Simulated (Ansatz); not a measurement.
Cartesian coordinates in Å:
```
O -1.3458 -0.8560 -1.1516
Mo -0.0697 -0.1890 -0.3466
O 0.5072 -1.5324 0.8000
O -0.1367 1.6148 -0.7868
F -0.7212 0.5078 1.2998
F 1.3912 -0.4392 -1.4359
H 0.5702 -1.4228 1.7532
H -0.1953 2.3167 -0.1321
```

The species carries charge 0 and has multiplicity 1. Mo takes the def2 core potential.

Question: List the PBE/def2-TZVPP orbital energies in eV (Ansatz). (Estimate.)

Answer: Ansatz gave: Occupied: -660.33, -659.58, -511.75, -511.44, -511.44, -70.30, -44.50, -44.27, -44.20, -29.23, -28.43, -25.62, -25.15, -23.64, -14.25, -12.83, -12.30, -11.91, -11.50, -11.19, -10.80, -10.17, -10.04, -9.73, -9.34, -8.99, -8.57, -8.33, -8.24. Lowest empty: -4.52, -3.02, -2.70, -1.20, -0.95, -0.76, 0.10, 0.77.
